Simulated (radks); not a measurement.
Neutral oxygen inside a hard spherical wall (all orbitals vanish at R), configuration held at [He] 2s2 2p4 and not refilled when levels cross. All-electron calculation, scalar-relativistic Kohn-Sham, PBE, spin-polarised, spherical densities, point nucleus; open shells are filled with parallel spins first. Program: a radial shooting solver on a logarithmic mesh with Libxc functionals. Eigenvalues in eV for spin up, with the zero of energy where the potential of the charges vanishes at infinity; a dash marks a level that is unbound or too diffuse for the functional's potential to be trusted. A positive occupied level is held by the wall or, in an anion where self-interaction has pushed it up, behind a barrier. The pressure on the wall is -dE/dV.

| R (bohr) | E (hartree) | kinetic (hartree) | e(1s) | e(2s) | e(2p) | e(3s, empty) | e(3p, empty) | pressure (GPa) |
|---|---|---|---|---|---|---|---|---|
| free | -75.05760 | 74.959 | -514.81 | -25.216 | -10.224 | - | - | 0 |
| 12 | -75.05760 | 74.959 | -514.81 | -25.216 | -10.224 | - | - | < 0.0001 |
| 8 | -75.05755 | 74.959 | -514.81 | -25.209 | -10.217 | 0.793 | 2.873 | 0.00297 |
| 4 | -75.02068 | 75.181 | -512.91 | -23.960 | -8.845 | 13.137 | 18.195 | 9.62 |
| 3.5 | -74.96586 | 75.459 | -511.06 | -22.796 | -7.512 | 20.748 | 26.255 | 32.7 |
| 3 | -74.81865 | 76.121 | -507.25 | -20.401 | -4.758 | 34.537 | 39.978 | 122 |
| 2.5 | -74.39695 | 77.752 | -499.31 | -15.125 | 1.193 | 61.600 | 65.305 | 520 |
